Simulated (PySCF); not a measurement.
H$_{4}$GeO$_{4}$, triplet, at a GFN2-xTB geometry (a higher spin typed on purpose: for a closed-shell molecule this is an excited state); B3LYP/STO-3G in PySCF.

PySCF was given this input:
```python
from pyscf import gto, scf, dft

mol = gto.Mole()
mol.atom = '''
    O     0.56454801    1.24740486   -0.96995823
    Ge    0.04422291    0.16886236    0.33830056
    O    -1.60091917    0.94690224    0.72930254
    O    -0.55088068   -1.38483578   -0.71728077
    O     1.52772682   -1.38680663   -0.25889533
    H    -0.01969660    2.00052797   -1.05198367
    H    -2.18117601    0.52566843    1.35897549
    H    -0.56850998   -2.23841392   -0.28519796
    H     1.83044975   -1.07269546   -1.11275749
'''
mol.basis = 'sto-3g'
mol.spin = 2
mol.verbose = 4
mol.build()

mf = dft.UKS(mol)
mf.xc = 'b3lyp'
mf.grids.becke_scheme = dft.gen_grid.stratmann
mf.kernel()
mf.analyze()
```

The log (banner, timings and long lists left out):

```
PySCF version 2.14.0

[INPUT] verbose = 4
[INPUT] num. atoms = 9
[INPUT] num. electrons = 68
[INPUT] charge = 0
[INPUT] spin (= nelec alpha-beta = 2S) = 2
[INPUT] symmetry False subgroup None
[INPUT] Mole.unit = angstrom
[INPUT] Symbol           X                Y                Z      unit          X                Y                Z       unit  Magmom
[...]
nuclear repulsion = 411.960379802974
number of shells = 24
number of NR pGTOs = 126
number of NR cGTOs = 42
basis = sto-3g
ecp = {}

******** <class 'pyscf.dft.uks.UKS'> ********
method = UKS
initial guess = minao
damping factor = 0
level_shift factor = 0
DIIS = <class 'pyscf.scf.diis.CDIIS'>
diis_start_cycle = 1
diis_space = 8
diis_damp = 0
SCF conv_tol = 1e-09
SCF conv_tol_grad = None
SCF max_cycles = 50
direct_scf = True
direct_scf_tol = 1e-13
number electrons alpha = 35  beta = 33
XC library pyscf.dft.libxc version 7.1.2
    S. Lehtola, C. Steigemann, M. J. T. Oliveira, and M. A. L. Marques,  SoftwareX 7, 1–5 (2018)
XC functionals = b3lyp
    P. J. Stephens, F. J. Devlin, C. F. Chabalowski, and M. J. Frisch,  J. Phys. Chem. 98, 11623 (1994)
radial grids:
    Treutler-Ahlrichs [JCP 102, 346 (1995); DOI:10.1063/1.469408] (M4) radial grids

becke partition: Stratmann, Scuseria, Frisch. CPL, 257, 213 (1996); DOI:10.1016/0009-2614(96)00600-8
pruning grids: <function nwchem_prune>
grids dens level: 3
symmetrized grids: False
atomic radii adjust function: <function treutler_atomic_radii_adjust>
small_rho_cutoff = 0
Set gradient conv threshold to 3.16228e-05
tot grids = 116200
init E= -2349.94216120956

cycle= 1 E= -2351.74764783068  delta_E= -1.81  |g|= 0.534  |ddm|= 2.62
cycle= 2 E= -2351.72027039374  delta_E= 0.0274  |g|= 0.593  |ddm|= 1.66
cycle= 3 E= -2351.90259412185  delta_E= -0.182  |g|=  0.3  |ddm|= 1.24
cycle= 4 E= -2351.96445718943  delta_E= -0.0619  |g|= 0.128  |ddm|= 0.619
cycle= 5 E= -2351.97724384523  delta_E= -0.0128  |g|= 0.0262  |ddm|= 0.223
cycle= 6 E= -2351.97774549956  delta_E= -0.000502  |g|= 0.0122  |ddm|= 0.06
cycle= 7 E= -2351.97790107817  delta_E= -0.000156  |g|= 0.00404  |ddm|= 0.0306
cycle= 8 E= -2351.97793175864  delta_E= -3.07e-05  |g|= 0.00202  |ddm|= 0.0148
cycle= 9 E= -2351.97794838051  delta_E= -1.66e-05  |g|= 0.000644  |ddm|= 0.0137
cycle= 10 E= -2351.97795254911  delta_E= -4.17e-06  |g|= 0.00033  |ddm|= 0.00882
cycle= 11 E= -2351.97795316781  delta_E= -6.19e-07  |g|= 0.000153  |ddm|= 0.00381
cycle= 12 E= -2351.97795322158  delta_E= -5.38e-08  |g|= 3.55e-05  |ddm|= 0.000933
cycle= 13 E= -2351.97795322532  delta_E= -3.74e-09  |g|= 9.46e-06  |ddm|= 0.000284
cycle= 14 E= -2351.97795322544  delta_E= -1.22e-10  |g|= 1.05e-05  |ddm|= 5.75e-05
Extra cycle  E= -2351.97795322504  delta_E= 3.95e-10  |g|= 2.59e-05  |ddm|= 5.88e-05
converged SCF energy = -2351.97795322504  <S^2> = 2.0093821  2S+1 = 3.0062482
**** SCF Summaries ****
Total Energy =                       -2351.977953225044985
Nuclear Repulsion Energy =             411.960379802974444
One-electron Energy =                -4117.573369663239646
Two-electron Energy =                 1353.635036635220331
Two-electron Coulomb Energy =         1469.645509326802312
DFT Exchange-Correlation Energy =     -116.010472691581910
**** MO energy ****
                             alpha | beta                alpha | beta
[...]
To work with the spin densities directly, `use mulliken_meta_spin()` only printing them here.

 ** Mulliken spin pop alpha/beta on meta-lowdin orthogonal AOs **
 ** Mulliken Spin Density (per AO)  **
spin_pop of  0 O 1s        0.00000
spin_pop of  0 O 2s        0.00181
spin_pop of  0 O 2px       0.00080
spin_pop of  0 O 2py       0.00041
spin_pop of  0 O 2pz       0.06585
spin_pop of  1 Ge 1s        0.00000
spin_pop of  1 Ge 2s        0.00001
spin_pop of  1 Ge 3s        0.00001
spin_pop of  1 Ge 4s        0.18694
spin_pop of  1 Ge 2px       0.00000
spin_pop of  1 Ge 2py      -0.00000
spin_pop of  1 Ge 2pz       0.00000
spin_pop of  1 Ge 3px       0.00005
spin_pop of  1 Ge 3py      -0.00003
spin_pop of  1 Ge 3pz       0.00018
spin_pop of  1 Ge 4px       0.04189
spin_pop of  1 Ge 4py      -0.01433
spin_pop of  1 Ge 4pz       0.14471
spin_pop of  1 Ge 3dxy      0.00984
spin_pop of  1 Ge 3dyz      0.00012
spin_pop of  1 Ge 3dz^2     0.00926
spin_pop of  1 Ge 3dxz      0.01957
spin_pop of  1 Ge 3dx2-y2    0.00213
spin_pop of  2 O 1s       -0.00000
spin_pop of  2 O 2s        0.00065
spin_pop of  2 O 2px       0.17444
spin_pop of  2 O 2py       0.04178
spin_pop of  2 O 2pz       0.06598
spin_pop of  3 O 1s       -0.00000
spin_pop of  3 O 2s        0.00413
spin_pop of  3 O 2px       0.40265
spin_pop of  3 O 2py       0.01105
spin_pop of  3 O 2pz       0.04030
spin_pop of  4 O 1s        0.00000
spin_pop of  4 O 2s        0.01408
spin_pop of  4 O 2px       0.57380
spin_pop of  4 O 2py       0.14787
spin_pop of  4 O 2pz       0.09674
spin_pop of  5 H 1s        0.00014
spin_pop of  6 H 1s       -0.00892
spin_pop of  7 H 1s       -0.01442
spin_pop of  8 H 1s       -0.01949
 ** Mulliken Spin Density (per atom)  **
spin density of  0 O =      0.06886
spin density of  1 Ge =      0.40036
spin density of  2 O =      0.28286
spin density of  3 O =      0.45812
spin density of  4 O =      0.83250
spin density of  5 H =      0.00014
spin density of  6 H =     -0.00892
spin density of  7 H =     -0.01442
spin density of  8 H =     -0.01949
 ** Mulliken pop alpha/beta on meta-lowdin orthogonal AOs **
 ** Mulliken pop       alpha | beta **
In total            35.00000 | 33.00000
 ** Mulliken atomic charges   ( Nelec_alpha | Nelec_beta ) **
charge of  0O =     -0.30046  (     4.18466      4.11580 )
charge of  1Ge =      0.43518  (    15.98259     15.58223 )
charge of  2O =     -0.28144  (     4.28215      3.99929 )
charge of  3O =     -0.22550  (     4.34181      3.88369 )
charge of  4O =     -0.16608  (     4.49929      3.66679 )
charge of  5H =      0.13601  (     0.43207      0.43193 )
charge of  6H =      0.12884  (     0.43112      0.44004 )
charge of  7H =      0.14194  (     0.42182      0.43624 )
charge of  8H =      0.13151  (     0.42450      0.44399 )
Dipole moment(X, Y, Z, Debye): -0.85680, -0.79760,  0.70682
```
